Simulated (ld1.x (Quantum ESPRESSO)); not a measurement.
**N TM: all-electron and pseudo phase curves**

ld1.x (Quantum ESPRESSO) 7.5 input, shortened:

```
&input
   title='N', zed=7., rel=1, dft='PZ', iswitch=3,
   config='[He] 2s2 2p1.5'
 /
 &inputp
   pseudotype=2, tm=.true., lloc=-1, rcloc=1.60,
   nlcc=.true., new_core_ps=.true., rcore=0.65
 /
2
2S  1  0   2.00   0.00  0.65  0.65  0.0
2P  2  1   1.50   0.00  1.70  1.70  0.0
 &test
   configts(1)='2s2 2p1.5'
 /
```

The phase is arctan(r·u′/u) with u = r·R(r), unwrapped; energies in Ry, scanned from -5 to 5 Ry. A pole is an energy at which the radial function vanishes at the test radius. The pseudo phase is shifted by a multiple of π to meet the all-electron one at the reference energy, and phase errors are pseudo minus all-electron; the curves can meet again beyond the range given. Levels narrower than the energy grid can be missing from the lists of poles.

| channel | radius (bohr) | reference energy (Ry) | poles, all-electron | poles, pseudo | unbroken range about the reference energy with phases within 0.05 rad | phase error 1 Ry above the reference energy (rad) |
| --- | --- | --- | --- | --- | --- | --- |
| s | 1.84 | -2.96 | -2.02 | -2.01 | below 1.7 | +0.002 |
| p | 1.84 | -2.12 | -1.31 | -1.30 | below 1.2 | +0.004 |

Phases in the s channel:

| E (Ry) | all-electron | pseudo |
| --- | --- | --- |
| -5.00 | 1.160 | 1.161 |
| -4.74 | 1.116 | 1.118 |
| -4.48 | 1.056 | 1.057 |
| -4.22 | 0.964 | 0.966 |
| -3.96 | 0.811 | 0.813 |
| -3.70 | 0.522 | 0.525 |
| -3.44 | -0.039 | -0.037 |
| -3.18 | -0.723 | -0.722 |
| -2.92 | -1.135 | -1.135 |
| -2.66 | -1.345 | -1.345 |
| -2.40 | -1.465 | -1.464 |
| -2.14 | -1.543 | -1.542 |
| -1.88 | -1.599 | -1.597 |
| -1.62 | -1.643 | -1.640 |
| -1.36 | -1.679 | -1.676 |
| -1.10 | -1.710 | -1.707 |
| -0.84 | -1.739 | -1.735 |
| -0.58 | -1.767 | -1.762 |
| -0.32 | -1.795 | -1.788 |
| -0.06 | -1.824 | -1.815 |
| 0.20 | -1.854 | -1.843 |
| 0.46 | -1.887 | -1.874 |
| 0.72 | -1.925 | -1.908 |
| 0.98 | -1.969 | -1.946 |
| 1.24 | -2.021 | -1.991 |
| 1.50 | -2.085 | -2.044 |
| 1.76 | -2.165 | -2.109 |
| 2.02 | -2.270 | -2.191 |
| 2.28 | -2.410 | -2.297 |
| 2.54 | -2.599 | -2.436 |
| 2.80 | -2.849 | -2.620 |
| 3.06 | -3.150 | -2.857 |
| 3.32 | -3.459 | -3.139 |
| 3.58 | -3.728 | -3.428 |
| 3.84 | -3.935 | -3.685 |
| 4.10 | -4.088 | -3.888 |
| 4.36 | -4.201 | -4.042 |
| 4.62 | -4.287 | -4.158 |
| 4.88 | -4.353 | -4.247 |
